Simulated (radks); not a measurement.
Question: Spherical quantum dot in the effective-mass picture: electrons in a parabolic well V = omega^2 r^2 / 2 with omega = 0.253, with a point charge +1 (a donor) at the centre, all in effective atomic units (hartree* = m*/eps^2 hartree, bohr* = eps/m* bohr), one dielectric constant everywhere. Calculated with a radial shooting solver with Libxc functionals: non-relativistic Kohn-Sham, LDA (Slater exchange, Perdew-Wang correlation), spin-polarised, spherical densities. Levels are named by radial order and angular momentum (1s, 1p, 1d, 2s, ...), and open shells are averaged over m. Results are scaled to m* = 0.202 and eps = 9, for which hartree* = 67.86 meV and bohr* = 2.358 nm. At N = 7 the configuration is 1s2 1p(up 3, down 2). Does electron 8 go into 2s down or 1p down or 2s up?

Answer: Into 1p down. The total energies of the other choices lie higher by 3.62 meV (2s up), 4.15 meV (2s down).
